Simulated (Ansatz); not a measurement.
Gas-phase electronic energies from Ansatz, PBE0-D4/def2-TZVP geometries. CCSD(T)/CBS is the MP2 limit (def2-TZVPP, def2-QZVPP) plus CCSD(T) − MP2 in def2-TZVPP, frozen cores. DFT in def2-TZVPP. For Ge outer-core shells are correlated without core-valence functions, which leaves a few kJ/mol of doubt a bond. Scalar relativity is left out up to krypton. One conformer a species, not always the lowest.

`NC[SiH2]F` + `[CH3][GeH2][F]` → `[CH3][GeH]([F])[SiH2]F` + CH₃NH₂  (formal exchange of groups at the Si–C bond)

```json
{"level": "PBE-D4", "ΔE (eV)": "-0.17"}
{"level": "r2SCAN-D4", "ΔE (eV)": "-0.10"}
{"level": "PBE0-D4", "ΔE (eV)": "-0.13"}
{"level": "ωB97M-V", "ΔE (eV)": "-0.02"}
{"level": "B2PLYP", "ΔE (eV)": "-0.07"}
{"level": "SCS-MP2/def2-TZVPP", "ΔE (eV)": "-0.02"}
{"level": "MP2/def2-QZVPP", "ΔE (eV)": "-0.02"}
{"level": "SCS-MP2/def2-QZVPP", "ΔE (eV)": "-0.02"}
```

What does CCSD(T)/CBS give? (Best estimate.)

The calculation gave: -0.06 eV. The listed levels differ from it by -0.11, -0.04, -0.07, 0.04, -0.01, 0.04, 0.04, 0.04 eV.

Largest T1 diagnostic among the species: 0.012.

From PBE to PBE0 (25 % exact exchange), in def2-TZVPP and without D4, ΔE moves by +0.04 eV.
